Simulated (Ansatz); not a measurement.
Ansatz (a quantum-chemistry and plane-wave program) input (HF/6-31G* with LANL2DZ past Ar): The .json file joins the Basis Set Exchange's 6-31G* for atoms up to Ar and LANL2DZ past it.

Ansatz 0.2 input:
```yaml
crystal:
  periodic: [false, false, false]
  atoms:
    - {symbol: Ta, position_ang: [0.18862000, 0.07174800, 0.25799700]}
    - {symbol: O, position_ang: [1.41592400, -0.94958300, -0.49355000]}
    - {symbol: O, position_ang: [-0.61401500, -1.26828400, 1.07915800]}
    - {symbol: Cl, position_ang: [-1.18732700, 0.73560700, -1.38345000]}
basis:
  gaussian:
    orbitals: 6-31Gs+LANL2DZ.json
hamiltonian:
  xc: {name: HF}
total_charge: 1
magnetization: {spin_polarized: true, initial_magnetization: 1}
relax: {f_tol: 0.003, max_steps: 120}
```

From the output:

```
760 factors; integrals over basis functions are off by at most 2.8e-4 eV
mean field: 0.29 GiB planned
mean field evaluation 320: about -18127.0657 eV, gradient 9.2e-4 eV
mean field -18127.06570726 eV, -666.1573777752 hartree, gradient 2.4e-5 eV, S^2 1.214125; 0 other end points of the search recorded, 0 dependent functions left out
the calculation of the forces begins
reference -18127.06570726 eV, -666.1573777752 hartree; 23, 22 occupied and 48, 49 virtual orbitals, 760 factors
relax step   6: F+E_penalty+E_count = -18127.06570726 eV  Δ(F+E_penalty+E_count) = -2.694e-4 eV  max|allowed force component| = 2.647e-3 eV/Å  Δτ_max = 0.0033 Å  (67 SCF iters, accepted)
integrals: 0.02 GiB planned
760 factors; integrals over basis functions are off by at most 2.8e-4 eV
mean field: 0.29 GiB planned
mean field evaluation 352: about -18127.0276 eV, gradient 4.3e-1 eV
mean field evaluation 384: about -18125.2505 eV, gradient 6.6e0 eV
mean field evaluation 416: about -18126.9231 eV, gradient 8.7e-1 eV
mean field evaluation 448: about -18113.3795 eV, gradient 3.2e1 eV
mean field evaluation 480: about -18125.6572 eV, gradient 4.7e-1 eV
mean field evaluation 512: about -18120.4570 eV, gradient 4.7e0 eV
mean field evaluation 544: about -18117.9895 eV, gradient 2.4e1 eV
mean field evaluation 576: about -18121.1453 eV, gradient 4.5e0 eV
mean field evaluation 608: about -18123.9443 eV, gradient 3.2e-2 eV
mean field evaluation 640: about -18126.8427 eV, gradient 1.6e0 eV
mean field evaluation 672: about -18126.9508 eV, gradient 1.1e0 eV
mean field -18127.06570726 eV, -666.1573777752 hartree, gradient 2.4e-5 eV, S^2 1.214125; 6 other end points of the search recorded, 0 dependent functions left out
the calculation of the forces begins
reference -18127.06570726 eV, -666.1573777752 hartree; 23, 22 occupied and 48, 49 virtual orbitals, 760 factors
Total energy: -18127.06570726 eV, -666.1573777752 hartree
Atom 0 at     0.180248     0.054579     0.243711 Å, force     0.000314    -0.002647    -0.000131 eV/Å
Atom 1 at     1.445707    -0.944731    -0.504247 Å, force     0.000042     0.001130     0.000108 eV/Å
Atom 2 at    -0.632029    -1.270936     1.105491 Å, force    -0.000126     0.001104     0.000238 eV/Å
Atom 3 at    -1.190723     0.750575    -1.384800 Å, force    -0.000231     0.000412    -0.000214 eV/Å
Dipole moment:     0.431877     0.847133     0.729103 e Å
```

The dipole moment of an ion depends on the origin.

The geometry given is a B3LYP-D3(BJ)/def2-TZVP minimum.

The determinant is spin-contaminated: <S^2> is 1.21 against 0.75 for a pure state.
